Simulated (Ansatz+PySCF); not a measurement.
## singlet F(-): levels of theory in one basis

A single F atom.

Basis set: aug-cc-pVDZ (spherical functions). Correlated methods keep 1 orbital frozen. Charge -1, multiplicity 1.

Computed with Ansatz (development build ahead of 0.2.0); each method stands on the lowest determinant of its kind that the runs found. NEVPT2 correlates all electrons. Active spaces start from the frontier orbitals, and the lowest solution found is given.

```csv
method,E − E(RHF) (eV),<S²> of the determinant
RHF,0.00,0.00
RHF-MP2,-6.47,–
RHF-CCSD,-6.38,–
RHF-CCSD(T),-6.54,–
"CASSCF(8,8)",-3.96,–
"SC-NEVPT2(2,2)",-6.47,–
"SC-NEVPT2(8,8)",-6.13,–
```

Problem. What does CASSCF(2,2) give on the same scale?

Solution. -0.43 eV.

Problem. Is a single determinant a sound starting point here?

Solution. By this sign, yes. Unrestricted orbitals gain 0.00 eV and <S²> is 0.00 against 0.00 for a pure state. The CASSCF(8,8) natural occupations are 1.99, 1.98, 1.98, 1.98, 0.02, 0.02, 0.02, 0.01. The CASSCF(2,2) natural occupations are 1.99, 0.01.
